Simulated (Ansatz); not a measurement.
Consider the ligand exchange at the In–C bond: `C=[CH][In]([Cl])[Cl]` + HCl → `[Cl][In]([Cl])[Cl]` + `C=C`.

Calculated with Ansatz (gas phase, PBE0-D4/def2-TZVP geometries, no zero-point term in ΔE). CBS: MP2 limit from def2 TZ/QZ plus the TZ coupled-cluster correction, frozen cores. This one scheme is used for every species. Elements past krypton have def2 core potentials. For In outer-core shells are correlated without core-valence functions, which leaves a few kJ/mol of doubt a bond. One conformer a species, not always the lowest.

| species | HF/def2-TZVPP energy (Eh) |
| --- | --- |
| `C=[CH][In]([Cl])[Cl]` | -1185.83687 |
| HCl | -460.09908 |
| `[Cl][In]([Cl])[Cl]` | -1567.91945 |
| `C=C` | -78.06647 |

**Question.** Work out ΔE.

**Answer.** ΔE = (-1567.91945) + (-78.06647) − (-1185.83687) − (-460.09908) = -0.04997 Eh = -1.36 eV. CCSD(T)/CBS gives -1.08 eV.

Largest T1 diagnostic among the species: 0.013.

At CCSD(T), def2-SVP lies −0.09 eV from the extrapolated value and def2-TZVPP +0.05 eV. From BLYP to BHLYP (50 % exact exchange), in def2-TZVPP and without D4, ΔE moves by −0.10 eV. In def2-TZVPP, CCSD(T) changes the Hartree–Fock value by +0.33 eV (the triples alone add +0.03 eV) and MP2 by +0.35 eV.
